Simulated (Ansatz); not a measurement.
`CC(Cl)B(F)F` + CH₄ → `CC(C)B(F)F` + HCl at 298.15 K and 1 bar (formal exchange of groups at a C–Cl bond).

Gas-phase electronic energies from Ansatz, PBE0-D4/def2-TZVP geometries. CBS: MP2 limit from def2 TZ/QZ plus the TZ coupled-cluster correction, frozen cores. This one scheme is used for every species. Each species was taken in one conformer, which may not be the lowest.

| species | CCSD(T)/CBS energy (Eh) | H − E (kJ/mol) | S (J/(mol·K)) |
| --- | --- | --- | --- |
| `CC(Cl)B(F)F` | -762.80575 | 195.3 | 350.1 |
| CH₄ | -40.46206 | 127.4 | 186.2 |
| `CC(C)B(F)F` | -342.89198 | 293.1 | 357.3 |
| HCl | -460.38127 | 26.6 | 186.8 |

H − E and S are ideal-gas, rigid-rotor, harmonic terms from PBE0-D4/def2-TZVP, for one conformer and one mirror image of each species. 1 Eh = 2625.50 kJ/mol, R = 8.31446 J/(mol·K).

Task: By hand: ΔE, ΔH, ΔS and ΔG.

Result: ΔE = (-342.89198) + (-460.38127) − (-762.80575) − (-40.46206) = -0.00544 Eh = -14.3 kJ/mol. Δ(H − E) = 293.1 + 26.6 − 195.3 − 127.4 = -3.0, so ΔH = -17.3 kJ/mol. ΔS = 357.3 + 186.8 − 350.1 − 186.2 = 7.8 J/(mol·K). ΔG = -17.3 − 298.15 × (7.8)/1000 = -19.6 kJ/mol.

Task: By hand: the equilibrium constant, and the temperature at which ΔG would vanish if ΔH and ΔS stayed fixed.

Result: log₁₀ K = −ΔG/(RT ln 10) = 3.4. ΔH and −TΔS have one sign here, so there is no such temperature.

The number of gas molecules stays the same, so ΔS is small and ΔH decides. A doubt of 5 kJ/mol in ΔE shifts log₁₀ K by 0.9 here. Other conformers and mirror images would add mixing entropy, several J/(mol·K) or more a flexible species. Modes under 60 cm⁻¹, often nearly free rotors, make the harmonic entropy too high. These are equilibria of isolated gas molecules and say nothing of rates. Largest T1 diagnostic: 0.011 (customary marks: 0.02 for closed shells, 0.045 for open ones).

ΔS is within the doubt of such terms, so its sign, and with it that verdict, could turn.
